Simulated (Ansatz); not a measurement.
Ansatz (an electronic-structure program) job for C₂H₂N₃, SMILES N1=C[N]N=C1 (connectivity only; charge and spin as stated), charge -1, multiplicity 1, PBE0/def2-SVPD. Coordinates come from a PBE0-D3(BJ)/def2-SVPD optimisation. The spin state was assumed, not searched. The isomer is the one that the SMILES or the coordinates give; other isomers of the formula were not compared.

Ansatz 0.2 input:
```yaml
crystal:
  periodic: [false, false, false]
  atoms:
    - {symbol: C, position_ang: [0.00000000, 1.03265718, 0.32253423]}
    - {symbol: N, position_ang: [0.00000000, 0.00000001, 1.18719016]}
    - {symbol: C, position_ang: [0.00000000, -1.03265717, 0.32253425]}
    - {symbol: N, position_ang: [0.00000000, -0.67733733, -0.96107734]}
    - {symbol: N, position_ang: [0.00000000, 0.67733731, -0.96107734]}
    - {symbol: H, position_ang: [0.00000000, 2.07943800, 0.63717039]}
    - {symbol: H, position_ang: [0.00000000, -2.07943800, 0.63717042]}
basis:
  gaussian:
    orbitals: def2-SVPD
hamiltonian:
  xc: {name: PBE0}
total_charge: -1
```

Program output:

```
WARN ansatz: RAYON_NUM_THREADS=1 ignored (pool sized by the plan → 1); use --threads N
Functional definition: PBE0
integrals: 0.04 GiB planned
991 factors; their error is unknown
mean field: 0.40 GiB planned
mean field evaluation 1: about -6563.8750 eV, gradient 2.1e1 eV
mean field evaluation 2: about -6563.9708 eV, gradient 2.0e1 eV
mean field evaluation 4: about -6564.8082 eV, gradient 2.1e0 eV
mean field evaluation 8: about -6564.8246 eV, gradient 1.7e-2 eV
mean field evaluation 16: about -6564.7984 eV, gradient 1.6e-5 eV
mean field -6564.79837206 eV, -241.2518903931 hartree, gradient 8.5e-6 eV, S^2 0.000000; 0 other end points of the search recorded, 0 dependent functions left out
reference -6564.79840070 eV, -241.2518914457 hartree; 18, 18 occupied and 98, 98 virtual orbitals, 991 factors
Total energy: -6564.79840070 eV, -241.2518914457 hartree
```

Self-consistency was reached.

Cost: about 2.6 core-seconds (a rough figure).
